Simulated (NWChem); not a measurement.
System: SiI₂, singlet; SMILES I[Si]I

Parts of the log:

```
             Northwest Computational Chemistry Package (NWChem) 7.3.0
             --------------------------------------------------------

 C2V symmetry detected

                             Geometry "geometry" -> ""
                             -------------------------

 Output coordinates in angstroms (scale by  1.889725989 to convert to a.u.)

  No.       Tag          Charge          X              Y              Z
 ---- ---------------- ---------- -------------- -------------- --------------
    1 Si                  14.0000     0.00000000     0.00000000     1.35842357
    2 I                   53.0000     1.95187100     0.00000000    -0.17941443
    3 I                   53.0000    -1.95187100     0.00000000    -0.17941443

 Effective nuclear repulsion energy (a.u.)     696.8059175806

      Symmetry information
      --------------------

 Group name             C2v
 Group number             16
 Group order               4
 No. of unique centers     2

 Summary of "ao basis" -> "ao basis" (spherical)
 ------------------------------------------------------------------------------
       Tag                 Description            Shells   Functions and Types
 ---------------- ------------------------------  ------  ---------------------
 Si                         def2-svp                 8       18   4s3p1d
 I                          def2-svp                10       26   4s4p2d

      Symmetry analysis of basis
      --------------------------

        a1         27
        a2          9
        b1         22
        b2         12

            General Information
            -------------------
          SCF calculation type: DFT
          Wavefunction type:  closed shell.
          No. of atoms     :     3
          No. of electrons :    64
           Alpha electrons :    32
            Beta electrons :    32
          Charge           :     0
          Spin multiplicity:     1
          Use of symmetry is: off; symmetry adaption is: on
          Maximum number of iterations: 150
          AO basis - number of functions:    70
                     number of shells:    28
          Convergence on energy requested:  1.00D-06
          Convergence on density requested:  1.00D-05
          Convergence on gradient requested:  5.00D-04

              XC Information
              --------------
          PerdewBurkeErnzerhof Exchange Functional  1.000
            Perdew 1991 LDA Correlation Functional  1.000 local
           PerdewBurkeErnz. Correlation Functional  1.000 non-local

             Grid Information
             ----------------
          Grid used for XC integration:  medium
          Radial quadrature: Mura-Knowles
          Angular quadrature: Lebedev.
          Tag              B.-S. Rad. Rad. Pts. Rad. Cut. Ang. Pts.
          ---              ---------- --------- --------- ---------
          Si                  1.10       88           9.0       590
          I                   1.40      123          11.0       590
          Grid pruning is: on
          Number of quadrature shells:   334
          Spatial weights used:  Erf1

      Superposition of Atomic Density Guess
      -------------------------------------

 Sum of atomic energies:        -982.99278409

      Non-variational initial energy
      ------------------------------

 Total energy =    -882.311064
 1-e energy   =   -1902.580802
 2-e energy   =     786.477188
 HOMO         =      -0.244736
 LUMO         =      -0.056020

      Symmetry analysis of molecular orbitals - initial
      -------------------------------------------------

  Numbering of irreducible representations:

     1 a1          2 a2          3 b1          4 b2

  Orbital symmetries:

     1 a1          2 a1          3 b1          4 a1          5 a1
     6 b1          7 a1          8 b2          9 b1         10 a2
    11 b1         12 a1         13 b2         14 a1         15 b1
    16 a1         17 b2         18 a2         19 b1         20 a1
    21 b2         22 a2         23 b1         24 a1         25 b1
    26 a1         27 b1         28 a1         29 b2         30 a2
    31 b1         32 a1         33 b2         34 a1         35 b1
    36 a1         37 b1         38 a1         39 a1         40 b1
    41 a2         42 a1

 !! scf_movecs_sym_adapt:   10 vectors were symmetry contaminated

  Symmetry fudging

 !! scf_movecs_sym_adapt:    2 vectors were symmetry contaminated

   convergence    iter        energy       DeltaE   RMS-Dens  Diis-err
 ---------------- ----- ----------------- --------- --------- ---------
 d= 0,ls=0.0,diis     1   -884.6016070382 -1.12D+03  3.24D-02  4.05D-01

 !! scf_movecs_sym_adapt:   12 vectors were symmetry contaminated

  Symmetry fudging

 !! scf_movecs_sym_adapt:    4 vectors were symmetry contaminated

 d= 0,ls=0.0,diis     2   -884.0913758221  5.10D-01  2.45D-02  2.87D+00

 !! scf_movecs_sym_adapt:   10 vectors were symmetry contaminated

  Symmetry fudging

 !! scf_movecs_sym_adapt:    6 vectors were symmetry contaminated

 d= 0,ls=0.0,diis     3   -884.6773970811 -5.86D-01  4.32D-03  1.61D-02

 !! scf_movecs_sym_adapt:   10 vectors were symmetry contaminated

  Symmetry fudging

 !! scf_movecs_sym_adapt:    4 vectors were symmetry contaminated

 d= 0,ls=0.0,diis     4   -884.6796749750 -2.28D-03  1.53D-03  7.24D-03

 !! scf_movecs_sym_adapt:    8 vectors were symmetry contaminated

  Symmetry fudging

 !! scf_movecs_sym_adapt:    4 vectors were symmetry contaminated

 d= 0,ls=0.0,diis     5   -884.6809364644 -1.26D-03  2.25D-04  1.94D-04

 !! scf_movecs_sym_adapt:   10 vectors were symmetry contaminated

  Symmetry fudging

 !! scf_movecs_sym_adapt:    4 vectors were symmetry contaminated

  Resetting Diis
 d= 0,ls=0.0,diis     6   -884.6809774696 -4.10D-05  5.32D-05  7.05D-06

 !! scf_movecs_sym_adapt:   10 vectors were symmetry contaminated

  Symmetry fudging

 !! scf_movecs_sym_adapt:    6 vectors were symmetry contaminated

 d= 0,ls=0.0,diis     7   -884.6809787861 -1.32D-06  1.83D-05  2.87D-07

 !! scf_movecs_sym_adapt:   10 vectors were symmetry contaminated

  Symmetry fudging

 !! scf_movecs_sym_adapt:    4 vectors were symmetry contaminated

 d= 0,ls=0.0,diis     8   -884.6809787525  3.36D-08  1.32D-05  4.30D-07

 !! scf_movecs_sym_adapt:   10 vectors were symmetry contaminated

  Symmetry fudging

 !! scf_movecs_sym_adapt:    6 vectors were symmetry contaminated

 d= 0,ls=0.0,diis     9   -884.6809788199 -6.73D-08  5.06D-06  8.99D-08

[...]

                                NWChem TDDFT Module
                                -------------------

            General Information
            -------------------
           No. of orbitals :     140
            Alpha orbitals :      70
             Beta orbitals :      70
        Alpha frozen cores :       0
         Beta frozen cores :       0
     Alpha frozen virtuals :       0
      Beta frozen virtuals :       0
         Spin multiplicity :       1
    Number of AO functions :      70
        Use of symmetry is : off
      Symmetry adaption is : on
         Schwarz screening :  0.10D-07

              XC Information
              --------------
   PerdewBurkeErnzerhof Exchange Functional   1.00
     Perdew 1991 LDA Correlation Functional   1.00 local
    PerdewBurkeErnz. Correlation Functional   1.00 non-local

             TDDFT Information
             -----------------
          Calculation type : Tamm-Dancoff TDDFT
         Wavefunction type : Restricted singlets & triplets
          No. of electrons :      64
           Alpha electrons :      32
            Beta electrons :      32
              No. of roots :       6
          Max subspacesize :    5200
            Max iterations :     100
               Target root :       1
           Target symmetry : none
      Symmetry restriction : off
                 Algorithm : Optimal
        Davidson threshold :  0.10D-03

    6 smallest eigenvalue differences (eV)
--------------------------------------------------------
  No. Spin  Occ  Vir  Irrep   E(Occ)    E(Vir)   E(Diff)
--------------------------------------------------------
    1    1   32   33 b2       -0.226    -0.145     2.196
    2    1   31   33 a2       -0.237    -0.145     2.490
    3    1   30   33 b1       -0.253    -0.145     2.920
    4    1   29   33 a1       -0.279    -0.145     3.632
    5    1   28   33 b2       -0.283    -0.145     3.734
    6    1   32   34 a1       -0.226    -0.068     4.306
--------------------------------------------------------

  Entering Davidson iterations
  Restricted singlet excited states

  Iter   NTrls   NConv    DeltaV     DeltaE      Time
  ----  ------  ------  ---------  ---------  ---------
    1      6       0     0.15E+00   0.10+100        2.6
    2     12       0     0.88E-01   0.32E-01        2.6
    3     18       1     0.45E-01   0.10E-01        2.6
    4     23       3     0.81E-02   0.57E-02        2.5
    5     26       4     0.63E-03   0.84E-04        2.2
    6     28       6     0.67E-04   0.28E-06        1.9
  ----  ------  ------  ---------  ---------  ---------
  Convergence criterion met

  Ground state a1       -884.680978819881 a.u.

  ----------------------------------------------------------------------------
  Root   1 singlet a2             0.094316254 a.u.                2.5665 eV
  ----------------------------------------------------------------------------
     Transition Moments    X  0.00000   Y  0.00000   Z  0.00000
     Dipole Oscillator Strength                    0.0000000000
     Electric Quadrupole                           0.0000000021
     Magnetic Dipole                               0.0000002292
     Total Oscillator Strength                     0.0000002313

     Occ.   31  b1  ---  Virt.   33  b2      -0.99978
  ----------------------------------------------------------------------------
  Root   2 singlet b2             0.096834051 a.u.                2.6350 eV
  ----------------------------------------------------------------------------
     Transition Moments    X  0.00000   Y -0.30551   Z -0.00000
     Dipole Oscillator Strength                    0.0060252419
     Electric Quadrupole                           0.0000000381
     Magnetic Dipole                               0.0000013619
     Total Oscillator Strength                     0.0060266419

     Occ.   26  a1  ---  Virt.   33  b2      -0.08554
     Occ.   28  a1  ---  Virt.   33  b2      -0.19322
     Occ.   32  a1  ---  Virt.   33  b2       0.97557
  ----------------------------------------------------------------------------
  Root   3 singlet b1             0.130185481 a.u.                3.5425 eV
  ----------------------------------------------------------------------------
     Transition Moments    X  0.85216   Y -0.00000   Z -0.00000
     Dipole Oscillator Strength                    0.0630243811
     Electric Quadrupole                           0.0000000107
     Magnetic Dipole                               0.0000000539
     Total Oscillator Strength                     0.0630244458

     Occ.   27  b1  ---  Virt.   34  a1       0.08901
     Occ.   30  a2  ---  Virt.   33  b2       0.92935
     Occ.   31  b1  ---  Virt.   34  a1      -0.24486
     Occ.   32  a1  ---  Virt.   35  b1       0.25156
  ----------------------------------------------------------------------------
  Root   4 singlet b2             0.147010420 a.u.                4.0004 eV
  ----------------------------------------------------------------------------
     Transition Moments    X  0.00000   Y  0.28111   Z  0.00000
     Dipole Oscillator Strength                    0.0077448023
     Electric Quadrupole                           0.0000000633
     Magnetic Dipole                               0.0000006766
     Total Oscillator Strength                     0.0077455423

     Occ.   26  a1  ---  Virt.   33  b2       0.09361
     Occ.   28  a1  ---  Virt.   33  b2      -0.97670
     Occ.   32  a1  ---  Virt.   33  b2      -0.18189
  ----------------------------------------------------------------------------
  Root   5 singlet a1             0.158095809 a.u.                4.3020 eV
  ----------------------------------------------------------------------------
     Transition Moments    X -0.00000   Y -0.00000   Z  0.15505
     Dipole Oscillator Strength                    0.0025338781
     Electric Quadrupole                           0.0000000145
     Magnetic Dipole                               0.0000000000
     Total Oscillator Strength                     0.0025338927

     Occ.   26  a1  ---  Virt.   34  a1      -0.06104
     Occ.   27  b1  ---  Virt.   35  b1       0.10982
     Occ.   28  a1  ---  Virt.   34  a1       0.14100
     Occ.   29  b2  ---  Virt.   33  b2      -0.85154
     Occ.   31  b1  ---  Virt.   35  b1       0.06545
     Occ.   32  a1  ---  Virt.   34  a1       0.47881
  ----------------------------------------------------------------------------
  Root   6 singlet a1             0.178906693 a.u.                4.8683 eV
  ----------------------------------------------------------------------------
     Transition Moments    X  0.00000   Y -0.00000   Z  0.69663
     Dipole Oscillator Strength                    0.0578815530
     Electric Quadrupole                           0.0000004143
     Magnetic Dipole                               0.0000000000
     Total Oscillator Strength                     0.0578819673

     Occ.   27  b1  ---  Virt.   35  b1       0.15501
     Occ.   28  a1  ---  Virt.   34  a1       0.28879
     Occ.   29  b2  ---  Virt.   33  b2      -0.33448
     Occ.   31  b1  ---  Virt.   35  b1       0.41626
     Occ.   32  a1  ---  Virt.   34  a1      -0.77631

              Target root =      1
          Target symmetry = none
      Ground state energy =   -884.680978819881
        Excitation energy =      0.094316254079
     Excited state energy =   -884.586662565802

  stored tddft:energy   -884.58666256580182

    6 smallest eigenvalue differences (eV)
--------------------------------------------------------
  No. Spin  Occ  Vir  Irrep   E(Occ)    E(Vir)   E(Diff)
--------------------------------------------------------
    1    1   32   33 b2       -0.226    -0.145     2.196
    2    1   31   33 a2       -0.237    -0.145     2.490
    3    1   30   33 b1       -0.253    -0.145     2.920
    4    1   29   33 a1       -0.279    -0.145     3.632
    5    1   28   33 b2       -0.283    -0.145     3.734
    6    1   32   34 a1       -0.226    -0.068     4.306
--------------------------------------------------------

  Entering Davidson iterations
  Restricted triplet excited states

  Iter   NTrls   NConv    DeltaV     DeltaE      Time
  ----  ------  ------  ---------  ---------  ---------
    1      6       0     0.26E-01   0.10+100        2.9
    2     12       0     0.21E-02   0.16E-02        2.8
    3     18       6     0.97E-04   0.99E-05        2.8
  ----  ------  ------  ---------  ---------  ---------
  Convergence criterion met

  Ground state a1       -884.680978819881 a.u.

  ----------------------------------------------------------------------------
  Root   1 triplet b2             0.065309145 a.u.                1.7772 eV
  ----------------------------------------------------------------------------
     Transition Moments                    Spin forbidden
     Oscillator Strength                   Spin forbidden

     Occ.   26  a1  ---  Virt.   33  b2      -0.05198
     Occ.   28  a1  ---  Virt.   33  b2      -0.12457
     Occ.   32  a1  ---  Virt.   33  b2      -0.98975
  ----------------------------------------------------------------------------
  Root   2 triplet a2             0.088946661 a.u.                2.4204 eV
  ----------------------------------------------------------------------------
     Transition Moments                    Spin forbidden
     Oscillator Strength                   Spin forbidden

[...]
```

Level: PBE/def2-SVP with def2 effective core potentials on I, TDA. Low-valent species are run as closed-shell singlets; no triplet was tried in these runs. Geometry: optimised at PBE0/def2-SVP. def2 effective core potentials on I; no spin-orbit coupling.

Q: Reconstruct the input file.

A: Several could match; the one computed here: the input that was run:
```
start job
memory heap 200 mb stack 900 mb global 1100 mb
geometry units angstroms noautoz
  Si     0.000000     0.000000     1.363451
  I      1.951871     0.000000    -0.174387
  I     -1.951871     0.000000    -0.174387
end
basis spherical
  Si library def2-svp
  I library def2-svp
end
ecp
  I library def2-ecp
end
dft
  xc xpbe96 cpbe96
  iterations 150
end
tddft
  cis
  nroots 6
end
task tddft energy
```
